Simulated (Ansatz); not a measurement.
Reaction (hydrogenolysis of a C–F bond): `F[C]1=[C](F)[GeH2]1` + H₂ → `F[C]1=[CH][GeH2]1` + H–F

Calculated with Ansatz (gas phase, PBE0-D4/def2-TZVP geometries, no zero-point term in ΔE). CCSD(T)/CBS is the MP2 limit (def2-TZVPP, def2-QZVPP) plus CCSD(T) − MP2 in def2-TZVPP, frozen cores. This one scheme is used for every species. DFT in def2-TZVPP. For Ge outer-core shells are correlated without core-valence functions, which leaves a few kJ/mol of doubt a bond. Scalar relativity is left out up to krypton.

```csv
level,ΔE (eV)
ωB97M-V,-1.18
PBE,-1.04
CCSD/def2-TZVPP,-1.31
SCS-MP2/def2-QZVPP,-1.31
```

**Question.** What does CCSD(T)/CBS give? (Estimate.)

**Answer.** Computed: -1.32 eV. The listed levels differ from it by 0.14, 0.28, 0.01, 0.01 eV.

Largest T1 diagnostic among the species: 0.014.

From PBE to PBE0 (25 % exact exchange), in def2-TZVPP and without D4, ΔE moves by −0.13 eV.
